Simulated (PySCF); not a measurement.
**Electron correlation in Ni²⁺ (nickel, charge +2)**

[Ar] 3d7 4p1, one real determinant (an excited configuration). Computed with PySCF 2.14 in aug-cc-pVDZ-DK (7s6p4d2f, 59 functions), with scalar relativity by spin-free X2C-1e. Frozen: [Ar]; 8 electrons correlated.

| level | correlation energy (mhartree) |
| --- | --- |
| CCSD | -152.74 |
| (T) | -2.47 |
| CCSD(T) | -155.21 |

Diagnostics: T1 = 0.0086, D1 = 0.0197, largest double amplitude 0.041.

The real determinant used has ⟨L²⟩ near 14 against 20 for a pure G term, so it mixes terms.

Cost of the coupled-cluster step: of the order of 5 core-seconds, for 8 correlated electrons.

The reference is one real determinant that mixes LS terms of this configuration.
